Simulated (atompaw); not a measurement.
# samarium (Sm) PAW (atompaw): all-electron and pseudo phase curves

atompaw 4.2.0.5 input, output lines left out:

```
Sm 62
GGA-PBE scalarrelativistic loggrid 2001 logderivrange -5 5 251
6 6 5 4 0 0
6 1 0
5 2 0
4 3 6
0 0 0
c
c
c
c
v
v
c
c
c
v
v
c
c
v
v
3
3.00 2.70 2.95 2.85
n
n
y
1.55
n
y
1.55
n
custom polynom vanderbiltortho besselshape
4 0 troulliermartins
2.35
3.00
2.30
3.00
3.00
3.00
0.85
0.85
```

The phase is arctan(r·u′/u) with u = r·R(r), unwrapped; energies in Ry, scanned from -5 to 5 Ry. A pole is an energy at which the radial function vanishes at the test radius. The pseudo phase is shifted by a multiple of π to meet the all-electron one at the reference energy, and phase errors are pseudo minus all-electron; the curves can meet again beyond the range given. Levels narrower than the energy grid can be missing from the lists of poles.

Q: For each channel, where are the poles, and over which energies does the pseudopotential scatter like the atom?

A:

```json
{"channel": "s", "radius (bohr)": "3.00", "reference energy (Ry)": "-0.26", "poles, all-electron": "-3.13, 2.48", "poles, pseudo": "-3.13, 2.17", "unbroken range about the reference energy with phases within 0.05 rad": "below 2.6", "phase error 1 Ry above the reference energy (rad)": "-0.014"}
{"channel": "p", "radius (bohr)": "3.00", "reference energy (Ry)": "-0.09", "poles, all-electron": "-1.54, 3.73", "poles, pseudo": "-1.55, 0.10", "unbroken range about the reference energy with phases within 0.05 rad": "below 0.1", "phase error 1 Ry above the reference energy (rad)": "-2.686"}
{"channel": "d", "radius (bohr)": "3.00", "reference energy (Ry)": "-0.12", "poles, all-electron": "0.67", "poles, pseudo": "0.67", "unbroken range about the reference energy with phases within 0.05 rad": "the whole range", "phase error 1 Ry above the reference energy (rad)": "+0.000"}
{"channel": "f", "radius (bohr)": "3.00", "reference energy (Ry)": "-0.18", "poles, all-electron": "-0.14, 3.33", "poles, pseudo": "-0.14, 3.31", "unbroken range about the reference energy with phases within 0.05 rad": "below 4.7", "phase error 1 Ry above the reference energy (rad)": "-0.000"}
```

Phases in the s channel:

| E (Ry) | all-electron | pseudo |
| --- | --- | --- |
| -5.00 | 1.402 | 1.402 |
| -4.76 | 1.396 | 1.396 |
| -4.52 | 1.389 | 1.388 |
| -4.28 | 1.380 | 1.379 |
| -4.04 | 1.368 | 1.368 |
| -3.80 | 1.351 | 1.350 |
| -3.56 | 1.317 | 1.317 |
| -3.32 | 1.149 | 1.147 |
| -3.08 | -1.638 | -1.638 |
| -2.84 | -1.735 | -1.735 |
| -2.60 | -1.767 | -1.768 |
| -2.36 | -1.790 | -1.791 |
| -2.12 | -1.812 | -1.813 |
| -1.88 | -1.836 | -1.837 |
| -1.64 | -1.863 | -1.864 |
| -1.40 | -1.897 | -1.898 |
| -1.16 | -1.942 | -1.942 |
| -0.92 | -2.002 | -2.003 |
| -0.68 | -2.092 | -2.093 |
| -0.44 | -2.237 | -2.237 |
| -0.20 | -2.497 | -2.497 |
| 0.04 | -2.976 | -2.979 |
| 0.28 | -3.610 | -3.619 |
| 0.52 | -4.056 | -4.069 |
| 0.76 | -4.295 | -4.310 |
| 1.00 | -4.431 | -4.447 |
| 1.24 | -4.518 | -4.535 |
| 1.48 | -4.577 | -4.596 |
| 1.72 | -4.621 | -4.644 |
| 1.96 | -4.655 | -4.683 |
| 2.20 | -4.684 | -4.717 |
| 2.44 | -4.708 | -4.751 |
| 2.68 | -4.730 | -4.786 |
| 2.92 | -4.751 | -4.827 |
| 3.16 | -4.770 | -4.881 |
| 3.40 | -4.790 | -4.967 |
| 3.64 | -4.811 | -5.141 |
| 3.88 | -4.833 | -5.692 |
| 4.12 | -4.858 | -6.982 |
| 4.36 | -4.888 | -7.469 |
| 4.60 | -4.925 | -7.628 |
| 4.84 | -4.973 | -7.706 |
